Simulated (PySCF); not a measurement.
CH₃BiF₂O, SMILES C[O][Bi]([F])[F]. Atoms are numbered in the order given.

```xyz
8

Bi    -0.3956     0.2181     0.0000
F     -0.2408    -1.1711     1.4863
F     -0.2408    -1.1711    -1.4863
O      1.6049     0.7521     0.0000
C      2.6086    -0.2503     0.0000
H      3.5897     0.2526     0.0000
H      2.5443    -0.8961     0.8940
H      2.5443    -0.8961    -0.8940
```
Charge 0, spin multiplicity 1.

Geometry optimised at B3LYP-D3(BJ)/def2-SVP. The def2 effective core potentials stand for the cores of Bi; spin–orbit coupling is left out. One conformer was computed; it need not be the lowest.

Computed with B3LYP-D3(BJ)/def2-SVP (PySCF).

Frequencies are harmonic and unscaled.

**Question.** Estimate the vibrational spectrum. (An estimate is asked for; the answer gives what the named calculation found.)

**Answer.** 
| mode | ν (cm⁻¹) | IR (km/mol) | moving atoms (share of kinetic energy) |
|---|---|---|---|
| 1 | 40 | 3.6 | H 46 %, F 32 %, C 17 % |
| 2 | 81 | 2.7 | H 70 %, F 15 %, C 14 % |
| 3 | 125 | 15.4 | F 54 %, C 29 %, H 14 % |
| 4 | 177 | 7.8 | F 93 % |
| 5 | 194 | 13.3 | O 61 %, F 30 % |
| 6 | 271 | 10.8 | O 32 %, C 27 %, H 15 %, F 13 %, Bi 13 % |
| 7 | 522 | 57.4 | O 74 %, C 9 %, Bi 9 % |
| 8 | 571 | 66.9 | F 91 %, Bi 9 % |
| 9 | 582 | 40.2 | F 90 %, Bi 8 % |
| 10 | 1075 | 195.2 | O 51 %, C 46 % |
| 11 | 1167 | 0.4 | H 78 %, C 18 % |
| 12 | 1174 | 2.7 | H 76 %, C 19 % |
| 13 | 1455 | 20.9 | H 89 %, C 10 % |
| 14 | 1458 | 5.2 | H 96 % |
| 15 | 1485 | 10.4 | H 95 % |
| 16 | 2995 | 71.0 | H 98 % |
| 17 | 3073 | 30.3 | H 90 %, C 10 % |
| 18 | 3094 | 23.2 | H 90 %, C 10 % |
